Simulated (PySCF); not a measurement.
## One molecule, many inputs

Molecule: `C=CC1(OC)CCC1`, C7H12O; geometry GFN2-xTB.

Bonds (- single, = double, # triple, : aromatic): C1=C2, C2-C3, C3-O4, O4-C5, C3-C6, C6-C7, C7-C8, C8-C3. C1 carries H9, H10; C2 carries H11; C5 carries H12, H13, H14; C6 carries H15, H16; C7 carries H17, H18; C8 carries H19, H20. H10 is cis to C3; H9 is trans to C3.

All runs: PySCF 2.14, non-relativistic, gas phase unless a solvent (IEF-PCM) is named; grid level 2, GIAOs and SCF threshold 1e-9 unless changed. The yardstick, PBE0/pcSseg-1, gives these isotropic shieldings σ (ppm, equivalent atoms averaged): C1 65.8, C3 106.9, C5 136.1, C6/C8 150.6, H9 26.14, H12/H13/H14 28.50, H16/H19 29.76.

(1) What do these inputs give? (1) B3LPY/MINI; grid level 0; aux sto-3g; max_cycle 54; (2) KT3/IGLO-II; grid level 1; guess vsap; (3) PBE0/LANL2DZ; max_cycle 90; mult 3; altered: mult 3; (4) WP04/STO-3G; diis off; max_cycle 98; mult 5; altered: mult 5

(2) Comment on the technical settings and failures.

## Answers

(1) 
| run | outcome | functions | wall time | C1 | C3 | C5 | C6/C8 | H9 | H12/H13/H14 | H16/H19 |
| --- | --- | --- | --- | --- | --- | --- | --- | --- | --- | --- |
| 1 | refused | – | 0.05 s | – | – | – | – | – | – | – |
| 2 | converged | 248 | 59 s | 82.9 | 107.9 | 139.7 | 152.2 | 27.06 | 29.00 | 30.14 |
| 3 | refused | – | 14 s | – | – | – | – | – | – | – |
| 4 | refused | – | 45 s | – | – | – | – | – | – | – |

Times are on 1 thread of an Arm Neoverse V1, shared host.

(2) 
- Run 1: The program stopped with: KeyError: "LibXCFunctional: name 'B3LPY' not found."
- Run 2: The functional and orbital basis differ from the yardstick's, which in itself moves the values. Grid level 1 is coarse; it adds numerical noise and can break the equality of equivalent atoms. The starting guess changes the path of the SCF (17 cycles), not the solution, provided the same state is reached.
- Run 3: The program stopped with: NotImplementedError: this response code serves closed shells only; the SCF ended at -348.49788787 Eh with <S^2> = 2.0064 Charge 0 and multiplicity 3 describe another species than the intended molecule, on its geometry.
- Run 4: The program stopped with: NotImplementedError: this response code serves closed shells only; the SCF ended at -266.66813876 Eh with <S^2> = 6.0009 Charge 0 and multiplicity 5 describe another species than the intended molecule, on its geometry.

Runs 1, 3, 4 were set up unsoundly or failed; their numbers aren't to be quoted as properties of the molecule.
